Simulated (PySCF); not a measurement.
Can point charges reproduce the dipole moment of `C=CC[SiH2][SiH2]CCl`?

Coordinates (PBE0-D3(BJ)/def2-SVP, Å) and charges (e) from the PBE0/pcSseg-1 density (PySCF):

```csv
atom,x,y,z,Mulliken,IAO,Hirshfeld,ESP-fitted
C1,1.359,-1.127,1.884,-0.1948,-0.3366,-0.1074,-0.5753
C2,1.389,0.097,1.350,-0.2378,-0.1200,-0.0336,-0.0443
C3,1.416,0.399,-0.111,-0.4721,-0.5217,-0.1505,-0.2098
Si4,-0.150,1.290,-0.725,+0.3148,+0.4560,+0.2405,+0.2358
Si5,-2.084,0.080,-0.180,+0.3544,+0.4494,+0.2319,+0.3346
C6,-2.194,-0.176,1.701,-0.4976,-0.5089,-0.1256,-0.3914
Cl7,-1.906,1.377,2.547,-0.1605,-0.1039,-0.0554,-0.1383
H8,1.382,-2.025,1.258,+0.1139,+0.1378,+0.0417,+0.2242
H9,1.318,-1.272,2.967,+0.1269,+0.1493,+0.0466,+0.2096
H10,1.361,0.963,2.024,+0.1293,+0.1473,+0.0421,+0.1404
H11,1.537,-0.524,-0.702,+0.1496,+0.1479,+0.0442,+0.1024
H12,2.267,1.058,-0.360,+0.1700,+0.1596,+0.0486,+0.1030
H13,-0.234,2.656,-0.122,-0.0311,-0.0950,-0.0784,-0.0741
H14,-0.067,1.448,-2.212,-0.0515,-0.1020,-0.0780,-0.1014
H15,-2.071,-1.274,-0.827,-0.0602,-0.1056,-0.0784,-0.1011
H16,-3.306,0.807,-0.646,-0.0411,-0.0950,-0.0747,-0.0903
H17,-1.423,-0.882,2.040,+0.2009,+0.1721,+0.0375,+0.1823
H18,-3.180,-0.549,2.012,+0.1869,+0.1692,+0.0490,+0.1935
```

Compute μ = Σ q r for each scheme (1 e·Å = 4.803 D) and compare with the dipole of the full density.

The full density gives (0.37, -1.44, -0.70) D, 1.64 D in size; dipole vectors point from the negative to the positive end.

```csv
scheme,μx,μy,μz,size (D),share of the full size (%),angle to the full dipole (°)
Mulliken,-0.70,-1.20,-2.82,3.14,192,48
IAO,-0.47,-0.44,-2.16,2.25,137,58
Hirshfeld,0.16,-0.40,-0.50,0.66,40,24
ESP-fitted,0.36,-1.51,-0.74,1.72,105,1
```

Which set comes closest?

Length of the difference vector: ESP-fitted 0.09 D, Hirshfeld 1.07 D, IAO 1.95 D, Mulliken 2.38 D. Closest: ESP-fitted. The schemes that divide the density aren't constrained to reproduce the dipole.

What is left for the Hirshfeld atoms' own dipoles?

The shares of the density sum to the whole, so what Σ q r misses lies in dipoles about the nuclei. The atomic dipoles sum to (0.37, -1.44, -0.70) − (0.16, -0.40, -0.50) = (0.21, -1.04, -0.20) D, 1.07 D in size.

With the origin at the mean of the coordinates, (-0.255, 0.130, 0.661) Å, which are the largest single terms, by size, of the IAO dipole along the direction of the full one?

C1 -1.52, C6 +1.50, H8 +1.32, C3 -1.18, Cl7 +1.13 D; all 18 atoms together +1.21 D. The single terms depend on the origin, their sum doesn't.

Give the size of the full dipole in other units.

1.64 D = 0.646 au = 0.342 e·Å = 5.47 × 10⁻³⁰ C·m.

Isolated species at its PBE0-D3(BJ)/def2-SVP geometry (one conformer only).

Conformer computed: `[CH2:1]=[CH:2][CH2:3][SiH2:4][SiH2:5][CH2:6][Cl:7]`: C1–C2–C3–Si4 114°, C2–C3–Si4–Si5 -55°, C3–Si4–Si5–C6 58°, Si4–Si5–C6–Cl7 48°.
